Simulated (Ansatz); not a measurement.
The cluster Zr₄⁺, relaxed as a doublet with UKS r2SCAN-D4/def2-SVP in Ansatz, starting from the GFN2-xTB geometry. Force threshold 0.02 eV/Å.

In the def2 sets Zr takes a core potential; there is no spin–orbit coupling. The charge 1 doublet is spin-contaminated (final ⟨S²⟩ up to 2.79, 0.75 for a pure state). The relaxation made no stability test and no search for a lower SCF solution. At r2SCAN-D4/def2-SVP a quartet of charge 1 lies 0.14 eV below the doublet, each at its own geometry. The structure comes from a short search, and lower isomers may exist.

Start:

```csv
atom,x (Å),y (Å),z (Å)
Zr1,-1.146,-1.726,-0.298
Zr2,1.169,-0.237,1.718
Zr3,-1.289,1.632,0.214
Zr4,1.267,0.330,-1.635
```

```json
{"step": "1", "energy (eV)": "-5107.5858", "largest force component (eV/Å)": "2.528", "SCF passes": "329"}
{"step": "2", "energy (eV)": "-5109.6311", "largest force component (eV/Å)": "2.645", "SCF passes": "144"}
{"step": "3", "energy (eV)": "-5111.0998", "largest force component (eV/Å)": "0.831", "SCF passes": "181"}
{"step": "4 (rejected)", "energy (eV)": "-5110.9203", "largest force component (eV/Å)": "1.814", "SCF passes": "87"}
{"step": "5", "energy (eV)": "-5111.1764", "largest force component (eV/Å)": "0.252", "SCF passes": "69"}
{"step": "6", "energy (eV)": "-5111.1816", "largest force component (eV/Å)": "0.027", "SCF passes": "50"}
{"step": "7", "energy (eV)": "-5111.1817", "largest force component (eV/Å)": "0.006", "SCF passes": "54"}
{"step": "8", "energy (eV)": "-5111.1817", "largest force component (eV/Å)": "0.002", "SCF passes": "39"}
{"step": "9", "energy (eV)": "-5111.1817", "largest force component (eV/Å)": "0.000", "SCF passes": "30"}
```

Force components are those of the run's own axes.

End:

```
atom   x (Å)   y (Å)   z (Å)
 Zr1  -0.914  -1.416  -0.237
 Zr2   0.931  -0.199   1.402
 Zr3  -1.021   1.336   0.166
 Zr4   1.004   0.279  -1.330
```

By distances, no bond broke or formed. The bond that changes most is Zr3–Zr4, from 3.41 to 2.73 Å (atoms count from 1).

The force fell under the threshold at step 7, but the optimiser went on. No frequencies were taken in this run, so the end may be a saddle point.

Hardware: 4 threads of Arm Neoverse V1 on a shared host. Wall time 3.7 min.
